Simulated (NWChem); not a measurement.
WF5 cation; SMILES [F][W+]([F])([F])([F])[F]

```xyz
6

W      0.0000     0.0000     0.0000
F      0.0000     0.0000    -1.8116
F      0.0000     0.0000     1.8116
F      1.7254    -0.4623     0.0000
F     -0.4623     1.7254     0.0000
F     -1.2631    -1.2631     0.0000
```
Atoms are numbered in this order, from 1.

Structure relaxed at the PBE0/def2-SVP level. The spin multiplicity was typed, not searched, and may not be the lowest. def2 effective core potentials on W; no spin-orbit coupling.

**Question.** List the 6 lowest vertical singlet excitations from PBE/def2-SVP with def2 effective core potentials on W, TDA (NWChem).

**Answer.** 
| state | energy (eV) | oscillator strength | leading excitation (squared amplitude) |
|---|---|---|---|
| S1 | 5.53 | 0.000 | HOMO → LUMO (0.48) |
| S2 | 5.78 | 0.001 | HOMO−1 → LUMO (0.35) |
| S3 | 5.78 | 0.001 | HOMO−1 → LUMO+1 (0.35) |
| S4 | 5.90 | 0.000 | HOMO−3 → LUMO (0.50) |
| S5 | 5.92 | 0.006 | HOMO−2 → LUMO (0.78) |
| S6 | 5.92 | 0.006 | HOMO−2 → LUMO+1 (0.78) |
